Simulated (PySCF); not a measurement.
Species: C₅H₅F₂NO₂.
Geometry (PBE0-D3(BJ)/def2-SVP, Å), atoms numbered from 1 in this order:
```xyz
15
C5H5F2NO2 angstrom
N      0.0900    2.8460   -0.9539
C      0.0709    1.7381   -0.6243
C      0.1395    0.3177   -0.2160
O     -0.8969   -0.0207    0.6517
C     -2.1636   -0.0239    0.1208
F     -2.8956   -0.8279    0.8847
F     -2.6936    1.2065    0.1793
C      1.4891   -0.1695    0.3218
C      1.4747   -1.0775   -0.9116
O      0.2171   -0.5256   -1.3405
H     -2.1747   -0.3740   -0.9254
H      1.3814   -0.6650    1.2938
H      2.2791    0.5893    0.3577
H      2.2650   -0.8896   -1.6537
H      1.4000   -2.1588   -0.7182
```

Level of theory: TDDFT B3LYP/def2-SVPD, vertical, gas phase, core orbitals frozen in the response in PySCF.

Kohn–Sham orbitals with the atoms that hold most of them (Löwdin shares over 4%, at most four atoms; ? is withheld):

| orbital | ε (eV) | atoms |
| --- | --- | --- |
| HOMO-3 | -10.03 | N1 30%, C2 24%, O10 15%, C8 7% |
| HOMO-2 | -9.75 | O4 41%, N1 16%, C2 12%, C3 6% |
| HOMO-1 | -9.68 | ? |
| HOMO | -8.83 | ? |
| LUMO | -0.81 | N1 28%, C2 23%, C3 11%, O10 10% |
| LUMO+1 | -0.35 | N1 33%, C2 28%, C3 9%, O4 7% |
| LUMO+2 | 0.07 | C9 18%, C8 15%, C2 12%, H13 11% |

(1) Which atoms hold the HOMO-1, and with what shares?

(2) Which atoms hold the HOMO, and with what shares?

(3) How does S1 compare with the orbital gap of 8.02 eV?

(4) Give energy, strength and leading configuration of S1 and S2, and follow the Löwdin shares of the leading atoms from the occupied to the empty orbital.

## Answers

(1) N1 (bonded to C) 26%; C2 (bonded to C and N) 18%; O10 (bonded to 2 C) 18%; C8 (bonded to 2 C and 2 H) 11%. By element: carbon 29% or more, nitrogen 26%, oxygen 18% or more.

(2) O10 (bonded to 2 C) 54%; C9 (bonded to C, O and 2 H) 12%; O4 (bonded to 2 C) 7%; H15 (bonded to C) 6%. By element: oxygen 61%, carbon 12% or more, hydrogen 6% or more.

(3) S1 is at 6.81 eV (f = 0.0035), 1.21 eV below the gap, made of HOMO→LUMO (94%). Without the coupling terms of the response equations the lowest excitation would equal the gap.

(4) 
- S1 (6.81 eV, f 0.0035), HOMO→LUMO (94%): O10 54% → 10%, C9 12% → at most 11%, N1 at most 6% → 28%, C2 at most 6% → 23%
- S2 (7.34 eV, f 0.0011), HOMO→LUMO+1 (72%): O10 54% → at most 8%, C9 12% → at most 8%, N1 at most 6% → 33%, C2 at most 6% → 28%

Löwdin shares depend on the basis, the more so with diffuse functions.

One conformer stands for the species.
